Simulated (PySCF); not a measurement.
Vertical excitations of a molecule C4H10Zn from TDA-B3LYP/def2-SVPD (PySCF), as energy in eV (oscillator strength): 4.99 (0.000), 4.99 (0.000), 5.70 (0.231), 6.45 (0.003), 6.92 (0.035), 6.96 (0.099), 7.07 (0.040), 7.21 (0.201), 7.40 (0.007), 7.58 (0.008). Lowest triplet (TDA): 4.77 eV. Geometry: B3LYP-D3(BJ)/def2-SVP. One conformer was computed; it need not be the lowest.

Question: Identify the compound among the candidates.
(A) C[C](C)(C)[ZnH]
(B) [CH3][Zn][CH](C)C
(C) C[CH2][Zn][CH2]C

Answer: C, C[CH2][Zn][CH2]C
